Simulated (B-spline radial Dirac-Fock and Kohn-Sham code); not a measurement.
# Atomic SCF run for Be²⁺

ΔSCF core binding energies without Breit or QED terms, calculated with a B-spline atomic structure program.

Input (task.json):

```json
{"items": [{"Z": 4, "q": 2, "cfg": [[1, 0, 2]], "A": 9, "rrms": 2.519, "do": "settings", "holes": ["K", "L3", "M5"],
  "settings": [{"rel": "dirac", "method": "hf", "nuc": "fermi", "radius_factor": 1.0, "rmax": 45.0, "h": 0.3, "order": 8, "points": 10, "c_factor": 1.0, "maxit": 60, "damp": 0.8, "ndamp": 3, "tol": 1e-08}]}]}
```

Command: `python xray2_run.py task.json out`

Ground-state iterations:

```
iter   energy (Ha)        error
   1      -13.38172804  3.40e-01
   2      -13.61343651  1.29e-02
   3      -13.61362380  1.05e-02
   4      -13.61374903  8.56e-03
   5      -13.61399892  8.06e-04
   6      -13.61400075  3.04e-05
   7      -13.61400075  8.03e-07
   8      -13.61400075  1.36e-08
```

The ground state converged in 8 iterations, with total energy -13.61400 Ha, virial ratio 1.99960 and highest orbital energy -154.24 eV. ΔSCF binding energies: K (1s) 152.7 eV. Holes are computed only in closed shells, and unreliable hole states are left out.
